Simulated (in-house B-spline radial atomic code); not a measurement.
**OLYP excitations of F⁷⁺**

Method: OLYP. Computed with an all-electron radial atomic-structure program (B-spline basis): linear response of the closed shell 1s2 with the functional's adiabatic kernel; scalar-relativistic (spin-free one-electron X2C), finite nucleus, no spin-orbit coupling, no double excitations, S, P, D and F terms only.

Command:
```bash
python run_td.py task.json out
```
Settings (radii: box in bohr, nucleus in fm):
```
Z                        9
electrons                2
configuration            1s2
hamiltonian              x2c
method                   optx,lyp
box_radius               12.81
rms_radius               2.8976
intervals                71
```

Run time, properties included: 0.1 s on 1 thread of Intel(R) Xeon(R) Platinum 8375C CPU @ 2.90GHz (Ice Lake) (shared host).

The lowest states, in the order of their Tamm-Dancoff energies; the method's threshold (minus the highest occupied level) is 901.26 eV. Labels give the largest channel, * marks a mixed state, and oscillator strengths are full-response dipole values. Semilocal kernels can invert the small singlet-triplet splittings of Rydberg terms. Energies in eV:

```
     state  full response  Tamm-Dancoff  oscillator strength
1s → 2s 3S         692.21        692.25                    -
1s → 2p 3P         704.20        704.25                    -
1s → 2s 1S              ?             ?                    -
1s → 2p 1P         716.11        716.16                 0.63
1s → 3s 3S         818.56        818.57                    -
1s → 3d 3D         821.16        821.16                    -
1s → 3s 1S         821.35        821.39                    -
1s → 3p 3P         821.99        822.01                    -
1s → 3d 1D         823.23        823.24                    -
1s → 3p 1P         824.08        824.09                0.131
1s → 4s 3S         856.17        856.17                    -
1s → 4d 3D         857.22        857.22                    -
1s → 4s 1S              ?             ?                    -
1s → 4p 3P         857.47        857.47                    -
1s → 4d 1D         858.05        858.05                    -
1s → 4p 1P         858.32        858.32               0.0508
```

Problem. Where does 1s → 4s 1S lie?

Solution. At 857.25 eV in full response, 857.27 eV in Tamm-Dancoff.

Problem. Where does 1s → 2s 1S lie?

Solution. At 706.90 eV in full response, 707.07 eV in Tamm-Dancoff.

Problem. How large is the singlet-triplet splitting of 1s → 2s (S terms) in Tamm-Dancoff?

Solution. 14.8 eV, from the unrounded values.

Problem. What polarisabilities and dispersion coefficient does the method give?

Solution. Dipole 0.001648 bohr³, quadrupole 8.104e-05 bohr⁵, C6 6.344e-05 hartree·bohr⁶ for two such species.
